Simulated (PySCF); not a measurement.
## `N[C@]12CCC[C@@]1(F)C2`, C₆H₁₀FN

Geometry:
| atom | x (Å) | y (Å) | z (Å) |
| --- | --- | --- | --- |
| N1 | 2.249 | -0.124 | -0.213 |
| C2 | 0.824 | -0.182 | -0.247 |
| C3 | 0.122 | 0.998 | -0.897 |
| C4 | -1.333 | 0.933 | -0.406 |
| C5 | -1.303 | 0.218 | 0.954 |
| C6 | -0.080 | -0.660 | 0.868 |
| F7 | 0.427 | -1.111 | 2.061 |
| C8 | 0.127 | -1.515 | -0.349 |
| H9 | 2.632 | -0.942 | 0.249 |
| H10 | 2.563 | 0.699 | 0.292 |
| H11 | 0.189 | 0.961 | -1.984 |
| H12 | 0.606 | 1.917 | -0.560 |
| H13 | -1.773 | 1.925 | -0.327 |
| H14 | -1.936 | 0.358 | -1.109 |
| H15 | -2.217 | -0.348 | 1.141 |
| H16 | -1.165 | 0.927 | 1.773 |
| H17 | -0.685 | -1.657 | -1.044 |
| H18 | 0.745 | -2.390 | -0.212 |

Method: TDDFT PBE0/def2-SVPD circular dichroism and optical rotation, one conformer, gas phase (PySCF). Geometry: GFN2-xTB.

The molecule is flexible and this is one conformer; a measurement averages over conformers. States above about 6.4 eV (minus the energy of the highest occupied orbital) lie near or above the ionisation threshold and depend on the basis.

Task: Draw the ECD and absorption spectra from the lowest 12 states, each a Gaussian of half-width 0.3 eV at 1/e height.

Result: 
| E (eV) | λ (nm) | Δε (L mol⁻¹ cm⁻¹) | ε (L mol⁻¹ cm⁻¹) |
| --- | --- | --- | --- |
| 5.40 | 230 | -0.30 | 91.4 |
| 5.50 | 226 | -0.81 | 248 |
| 5.60 | 221 | -1.76 | 541 |
| 5.70 | 218 | -3.06 | 943 |
| 5.80 | 214 | -4.25 | 1320 |
| 5.90 | 210 | -4.68 | 1480 |
| 6.00 | 207 | -3.98 | 1350 |
| 6.10 | 203 | -2.32 | 1030 |
| 6.20 | 200 | -0.27 | 731 |
| 6.30 | 197 | +1.58 | 584 |
| 6.40 | 194 | +2.71 | 600 |
| 6.50 | 191 | +2.88 | 721 |
| 6.60 | 188 | +2.23 | 904 |
| 6.70 | 185 | +1.41 | 1140 |
| 6.80 | 182 | +1.22 | 1410 |
| 6.90 | 180 | +2.02 | 1660 |
| 7.00 | 177 | +3.36 | 1780 |
| 7.10 | 175 | +4.37 | 1720 |
| 7.20 | 172 | +4.50 | 1560 |
| 7.30 | 170 | +3.92 | 1540 |
| 7.40 | 168 | +3.18 | 1900 |
| 7.50 | 165 | +2.55 | 2700 |
| 7.60 | 163 | +1.92 | 3650 |
| 7.70 | 161 | +1.25 | 4310 |
| 7.80 | 159 | +0.84 | 4380 |
| 7.90 | 157 | +1.23 | 3940 |
| 8.00 | 155 | +2.98 | 3320 |
| 8.10 | 153 | +6.47 | 2860 |
| 8.20 | 151 | +11.54 | 2590 |

Δε uses R in velocity form, ε uses f in length form. Only the states computed contribute, so the short-wavelength end is incomplete.
